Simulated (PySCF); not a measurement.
**Correlation energy of P⁴⁺ (phosphorus, charge +4)**

[Ne] 3s1, 2S determinant. Calculation: PySCF 2.14, in an uncontracted even-tempered set (20 s from 0.09 bohr⁻², ratio 2.5; 12 p from 0.12 bohr⁻², ratio 2.5; 5 d from 0.68 bohr⁻², ratio 2.7; 5 f from 1 bohr⁻², ratio 2.7); the spin-free X2C one-electron Hamiltonian (Gaussian nucleus). Frozen: 1s2; 9 electrons correlated; the 23 highest virtual orbitals of each spin left out.

```csv
level,correlation energy (mhartree)
CCSD,-302.96
(T),-1.72
CCSD(T),-304.68
```

Diagnostics: T1 = 0.0020, D1 = 0.0073, largest double amplitude 0.007.

Cost of the coupled-cluster step: of the order of 50 core-seconds, for 9 correlated electrons.

Iterations:

```
CC2 = 0
CCSD nocc = (np.int64(5), np.int64(4)), nmo = (92, 92)
frozen orbitals [[0, 93, 94, 95, 96, 97, 98, 99, 100, 101, 102, 103, 104, 105, 106, 107, 108, 109, 110, 111, 112, 113, 114, 115], [0, 93, 94, 95, 96, 97, 98, 99, 100, 101, 102, 103, 104, 105, 106, 107, 108, 109, 110, 111, 112, 113, 114, 115]]
max_cycle = 100
direct = 0
conv_tol = 1e-08
conv_tol_normt = 1e-06
diis_space = 8
diis_start_cycle = 0
Init t2, MP2 energy = -0.298619115301226
Init E_corr(UCCSD) = -0.298619115303322
cycle = 1  E_corr(UCCSD) = -0.302066829442794  dE = -0.00344771414  norm(t1,t2) = 0.00823473
cycle = 2  E_corr(UCCSD) = -0.302875285736807  dE = -0.000808456294  norm(t1,t2) = 0.0016152
cycle = 3  E_corr(UCCSD) = -0.302964041414891  dE = -8.87556781e-05  norm(t1,t2) = 0.000419005
cycle = 4  E_corr(UCCSD) = -0.302962027360718  dE = 2.01405417e-06  norm(t1,t2) = 1.90396e-05
cycle = 5  E_corr(UCCSD) = -0.302960572346832  dE = 1.45501389e-06  norm(t1,t2) = 2.7544e-06
cycle = 6  E_corr(UCCSD) = -0.302960587572461  dE = -1.52256285e-08  norm(t1,t2) = 1.74472e-07
cycle = 7  E_corr(UCCSD) = -0.302960592484871  dE = -4.91240998e-09  norm(t1,t2) = 1.5026e-08
UCCSD converged
E(UCCSD) = -337.8540242856553  E_corr = -0.3029605924848705
UCCSD(T) correction = -0.0017216078602864
```
